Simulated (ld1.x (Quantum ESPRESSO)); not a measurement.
# Nb (Z = 41), PAW: configuration errors across variants

| Quantity | Value |
| --- | --- |
| Element | Nb |
| Generator | ld1.x (Quantum ESPRESSO) 7.5 |
| Type | PAW |
| Functional | PBE |
| Relativity | scalar-relativistic |
| Frozen core | [Ar] 3d10 4s2 |
| Valence charge | 11 |
| Reference configuration | 4p6 4d4 5s0.5 5p0.5 |
| Partial waves | 5s (bound): rcut 2.65, rcutus 3.45 bohr; 5s channel at 4.85 Ry: rcut 2.65, rcutus 3.45 bohr; 4p (bound): rcut 2.05, rcutus 2.35 bohr; 5p (bound): rcut 2.05, rcutus 2.35 bohr; 4d (bound): rcut 2.05, rcutus 2.60 bohr; 4d channel at 0.25 Ry: rcut 2.05, rcutus 2.60 bohr |
| Local potential | all-electron potential smoothed inside 2.15 bohr (lloc = -2) |
| Core correction | Bessel-smoothed model core inside 1.85 bohr |
| Augmentation charge | BESSEL, radius 1.70 bohr |

All-electron excitation energies from the reference (eV): (1) 4p6 4d4 5s1 5p0 -1.454; (2) 4p6 4d4 5s0 5p0 5.183; (3) 4p6 4d3 5s0 5p0 19.223; (4) 4p6 4d5 5s0 5p0 -0.185.

Tests that are not counted but printed errors over 1 eV. “all radii but the core radius scaled by about 1.19 (s 4.12, p 2.80, d 3.10 bohr, rcut 3.16/2.44/2.44); local potential all-electron potential smoothed inside 2.56 bohr (lloc = -2); augmentation BESSEL, radius 2.02 bohr”: 4p6 4d1 5s0 5p0 (solver errors, printed error -7.5 eV).

4 further variants failed, have other tests or too few solved ones, and are left out.

Errors AE − PS in meV (a dash: test not solved or not reliable):

| change | (1) | (2) | (3) | (4) | bound ghosts |
| --- | --- | --- | --- | --- | --- |
| base | +0.6 | -0.5 | -6.9 | -2.7 | none |
| all radii but the core radius scaled by about 0.95 (s 3.28, p 2.22, d 2.46 bohr, rcut 2.52/1.94/1.94); local potential all-electron potential smoothed inside 2.04 bohr (lloc = -2); augmentation BESSEL, radius 1.62 bohr | – | – | – | – | none |
| all radii but the core radius scaled by about 1.19 (s 4.12, p 2.80, d 3.10 bohr, rcut 3.16/2.44/2.44); local potential all-electron potential smoothed inside 2.56 bohr (lloc = -2); augmentation BESSEL, radius 2.02 bohr | +1.9 | +0.3 | -9.6 | -0.8 | none |

**Question.** Give the same row for: all radii but the core radius scaled by about 1.10 (s 3.80, p 2.58, d 2.86 bohr, rcut 2.92/2.26/2.26); local potential all-electron potential smoothed inside 2.36 bohr (lloc = -2); augmentation BESSEL, radius 1.86 bohr.

**Answer.** +0.9, 0.0, –, -2.3; bound ghosts: none. Not counted: 4p6 4d3 5s0 5p0 (solver errors, printed error -653 eV); 4p6 4d1 5s0 5p0 (solver errors, printed error -444 eV).
